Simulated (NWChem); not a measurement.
System: SiH$_{3}$O$_{3}$F; SMILES O[Si](F)(O)O

The following NWChem deck was run.

```
start job
memory heap 200 mb stack 900 mb global 1100 mb
geometry units angstroms noautosym nocenter noautoz
  O      0.581911    -1.522333     0.281908
  Si     0.000159    -0.011276     0.054480
  O     -1.533020     0.092415     0.613103
  O      0.952273     1.079562     0.813975
  F     -0.000656     0.313456    -1.532410
  H      0.098444    -2.249713    -0.119317
  H     -1.979660     0.939466     0.531100
  H      1.880637     1.107528     0.566728
end
basis spherical
  O library pcsseg-1
  Si library pcsseg-1
  F library pcsseg-1
  H library pcsseg-1
end
dft
  xc xpbe96 cpbe96
  iterations 150
end
property
  shielding 4 1 2 5 6
  efieldgrad
end
task dft property
```

The geometry was optimised at PBE0/def2-SVP.

GIAO values for the isolated, static molecule; σ is the absolute isotropic shielding, δ = σ(reference) − σ with the isolated reference molecule computed at the same levels (19F: trichlorofluoromethane, 1H: tetramethylsilane, 17O: water, 29Si: tetramethylsilane).

Atoms are numbered as in the input.

Q: Predict the main results of this run. (PBE/pcSseg-1, GIAO.) Quantities: δ O1 (ppm); δ Si2 (ppm); δ F5 (ppm); δ H6 (ppm).

A: 
```
Quantity      Value
-----------  ------
δ O1 (ppm)     45.7
δ Si2 (ppm)   -72.1
δ F5 (ppm)   -158.7
δ H6 (ppm)     1.71
```
